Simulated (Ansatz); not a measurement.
An input meant for GeEt2Me2 (C6H16Ge) (charge 0, singlet).

```yaml
crystal:
  periodic: [false, false, false]
  atoms:
    - {symbol: C, position_ang: [-0.675789, 0.355022, 3.703263]}
    - {symbol: C, position_ang: [0.521370, -2.012384, 4.847907]}
    - {symbol: C, position_ang: [2.798126, 0.383527, -1.292474]}
    - {symbol: C, position_ang: [2.990496, 0.486953, -4.173838]}
    - {symbol: C, position_ang: [-2.435435, 3.452059, -1.200291]}
    - {symbol: C, position_ang: [-2.478552, -2.590865, -1.282731]}
    - {symbol: Ge, position_ang: [-0.697195, 0.402872, -0.015743]}
    - {symbol: H, position_ang: [-2.650684, 0.559580, 4.351126]}
    - {symbol: H, position_ang: [0.321299, 2.069264, 4.357790]}
    - {symbol: H, position_ang: [0.494235, -1.976129, 6.932652]}
    - {symbol: H, position_ang: [-0.479226, -3.741268, 4.252915]}
    - {symbol: H, position_ang: [2.511437, -2.226646, 4.266317]}
    - {symbol: H, position_ang: [3.743008, -1.329720, -0.563529]}
    - {symbol: H, position_ang: [3.800451, 2.002414, -0.434115]}
    - {symbol: H, position_ang: [4.969770, 0.466670, -4.829767]}
    - {symbol: H, position_ang: [2.033815, -1.136147, -5.065658]}
    - {symbol: H, position_ang: [2.109440, 2.213285, -4.940416]}
    - {symbol: H, position_ang: [-2.553240, 3.488798, -3.278071]}
    - {symbol: H, position_ang: [-1.432344, 5.166686, -0.576765]}
    - {symbol: H, position_ang: [-4.374498, 3.527091, -0.446425]}
    - {symbol: H, position_ang: [-2.656550, -2.524376, -3.355499]}
    - {symbol: H, position_ang: [-4.395805, -2.699243, -0.477869]}
    - {symbol: H, position_ang: [-1.464128, -4.337461, -0.778778]}
basis:
  gaussian: {orbitals: def2-mTZVPP}
magnetization: {spin_polarized: true, initial_magnetization: 0}
hamiltonian: {xc: {name: B3LYP}}
scf: {omitted_lower_state_checks: [starts]}
output: {forces: true}
```

```sh
$ ansatz run in.yaml --threads 4 --pin off --events-out ev --progress --plain --max-ram 4787MiB
```

It prints (some lines left out):

```
Functional definition: B3LYP
2128 factors; integrals over basis functions are off by at most 8.2e-4 eV
mean field evaluation 1: about -62910.4983 eV, gradient 4.5e1 eV
mean field evaluation 2: about -62693.6110 eV, gradient 1.2e2 eV
mean field evaluation 4: about -62730.0298 eV, gradient 9.4e1 eV
mean field evaluation 8: about -62926.2099 eV, gradient 4.2e-1 eV
mean field evaluation 16: about -62926.3658 eV, gradient 7.0e-1 eV
mean field evaluation 32: about -62928.9362 eV, gradient 4.7e-1 eV
mean field evaluation 64: about -62927.4795 eV, gradient 6.3e0 eV
mean field -62928.94935800 eV, -2312.5962341325 hartree, gradient 6.2e-6 eV, S^2 6.527210; 3 other end points of the search recorded, 0 dependent functions left out
reference -62928.94994940 eV, -2312.5962558661 hartree; 42, 42 occupied and 188, 188 virtual orbitals, 2128 factors
Total energy: -62928.94994940 eV, -2312.5962558661 hartree
Atom 0 at    -0.675789     0.355022     3.703263 Å, force    -0.621906     1.423795     1.122358 eV/Å
Atom 1 at     0.521370    -2.012384     4.847907 Å, force     0.783641    -1.539975     0.534166 eV/Å
Atom 2 at     2.798126     0.383527    -1.292474 Å, force     1.575029    -0.164161     1.062277 eV/Å
Atom 3 at     2.990496     0.486953    -4.173838 Å, force    -0.072932     0.063858    -1.797123 eV/Å
Atom 4 at    -2.435435     3.452059    -1.200291 Å, force    -1.042996     1.571260    -0.563543 eV/Å
Atom 5 at    -2.478552    -2.590865    -1.282731 Å, force    -0.939918    -1.536357    -0.793956 eV/Å
Atom 6 at    -0.697195     0.402872    -0.015743 Å, force     0.097168    -0.029804     0.043114 eV/Å
Atom 7 at    -2.650684     0.559580     4.351126 Å, force     1.919407    -0.147460    -0.629089 eV/Å
Atom 8 at     0.321299     2.069264     4.357790 Å, force    -1.037824    -1.690282    -0.623367 eV/Å
Atom 9 at     0.494235    -1.976129     6.932652 Å, force     0.016499    -0.015650    -2.088957 eV/Å
Atom 10 at    -0.479226    -3.741268     4.252915 Å, force     1.070196     1.825851     0.632812 eV/Å
Atom 11 at     2.511437    -2.226646     4.266317 Å, force    -2.113959     0.214213     0.620707 eV/Å
Atom 12 at     3.743008    -1.329720    -0.563529 Å, force    -0.904887     1.737500    -0.701158 eV/Å
Atom 13 at     3.800451     2.002414    -0.434115 Å, force    -0.957412    -1.593216    -0.789767 eV/Å
Atom 14 at     4.969770     0.466670    -4.829767 Å, force    -1.974830     0.019359     0.678125 eV/Å
Atom 15 at     2.033815    -1.136147    -5.065658 Å, force     1.014130     1.728388     0.933500 eV/Å
Atom 16 at     2.109440     2.213285    -4.940416 Å, force     0.931433    -1.833182     0.800921 eV/Å
Atom 17 at    -2.553240     3.488798    -3.278071 Å, force     0.113873    -0.025595     2.209717 eV/Å
Atom 18 at    -1.432344     5.166686    -0.576765 Å, force    -1.071717    -1.799867    -0.661981 eV/Å
Atom 19 at    -4.374498     3.527091    -0.446425 Å, force     2.107978    -0.035061    -0.847659 eV/Å
Atom 20 at    -2.656550    -2.524376    -3.355499 Å, force     0.170071    -0.117252     2.264692 eV/Å
Atom 21 at    -4.395805    -2.699243    -0.477869 Å, force     2.023581     0.103482    -0.861178 eV/Å
Atom 22 at    -1.464128    -4.337461    -0.778778 Å, force    -1.084626     1.840154    -0.544610 eV/Å
Dipole moment:    -0.375374     0.143720    -0.100381 e Å
Checks for a lower state left out: starts
```

In this input the coordinates are in bohr but typed as ångström. The calculation finished and met its thresholds. The result belongs to that input, not to the species as meant.

B3LYP takes the VWN-RPA correlation. The unrestricted singlet has broken spin symmetry (⟨S²⟩ up to 6.53).
